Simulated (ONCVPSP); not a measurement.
# Cutoff test, Si, ONCV

| Item | Value |
| --- | --- |
| Element | Si (Z = 14) |
| Generator | ONCVPSP 4.0.1 |
| Type | optimised norm-conserving Vanderbilt (ONCV) |
| Functional | PBE |
| Relativity | scalar-relativistic |
| Frozen core | [Ne] |
| Valence charge | 4 |
| Reference configuration | 3s2 3p2 |
| Partial waves | 3s: rc 2.00 bohr, ncon 4, nbas 7, qcut 2.7 1/bohr, 2 projectors, debl 1.1 Ha; 3p: rc 2.20 bohr, ncon 4, nbas 7, qcut 3.7 1/bohr, 3 projectors, debl 1.4 Ha; d scattering state at 0.12 Ha: rc 1.65 bohr, ncon 4, nbas 8, qcut 5.1 1/bohr, 2 projectors, debl 2.6 Ha |
| Local potential | polynomial inside 1.45 bohr (lpopt 5, dvloc0 0 Ha) |
| Core correction | Teter function, fcfact 6, rcfact 1.05 |

**Question.** For each optimised wave give the share of its norm inside rc, the residual kinetic energy above qcut (Ha) and the cutoffs (Ha) for errors of 10, 1, 0.1 and 0.01 mHa per electron.

**Answer.**

| wave | norm inside rc | residual KE | 10 mHa | 1 mHa | 0.1 mHa | 0.01 mHa |
| --- | --- | --- | --- | --- | --- | --- |
| 3s | 0.479 | 1.2e-02 | 3.9 | 22.5 | 29.6 | 35.9 |
| s projector 2 | 0.220 | 3.6e-02 | 4.9 | 13.6 | 27.6 | 41.6 |
| 3p | 0.359 | 6.8e-05 | 2.1 | 3.1 | 5.5 | 24.0 |
| p projector 2 | 0.134 | 2.2e-04 | 3.2 | 4.0 | 8.8 | 19.7 |
| p projector 3 | 0.199 | 6.1e-03 | 5.8 | 9.5 | 42.1 | 54.4 |
| d projector 1 | 0.035 | 2.6e-04 | 4.2 | 9.8 | 21.6 | 77.5 |
| d projector 2 | 0.157 | 2.9e-02 | 15.8 | 32.9 | 85.9 | 105.1 |

The occupied waves need 23 Ha and 30 Ha for 1 and 0.1 mHa.
